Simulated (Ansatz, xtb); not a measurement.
Diatomic SeH, multiplicity 2 (the spin of the measured ground state). No spin–orbit coupling. Se is treated without relativity.

The constants come from a fifth-degree fit in 1/R (seven points, main isotopes). Runs in def2 and cc sets follow the lowest solution found near the PBE0 minimum.

Correlated levels freeze the inner cores; with def2 sets outer-core shells near the valence are correlated too. CBS: X⁻³ extrapolation of the correlation energy, Hartree–Fock from the larger set.

The values were computed with Ansatz (Gaussian orbitals); xtb for the GFN methods. Each number belongs to the level named beside it. The GFN methods have no spin term and hold the electronic entropy of 300 K.

What bond length and harmonic frequency does GFN1-xTB give?

r_e = 1.449 Å, ω_e = 2376 cm⁻¹.

What bond length and harmonic frequency does CCSD/def2-TZVPP give, and what D_e (from each atom's lowest state at the same level)?

r_e = 1.464 Å, ω_e = 2450 cm⁻¹, D_e = 3.28 eV.

What bond length and harmonic frequency does CCSD(T)/CBS(def2-TZVPP, def2-QZVPP) give?

r_e = 1.462 Å, ω_e = 2446 cm⁻¹.

Measured for the ground state: r_e 1.475 Å [NIST CCCBDB]. dipole 0.5 D [compilation of Liu, Meijer and Pérez-Ríos].

Ansatz is a quantum-chemistry and plane-wave program.
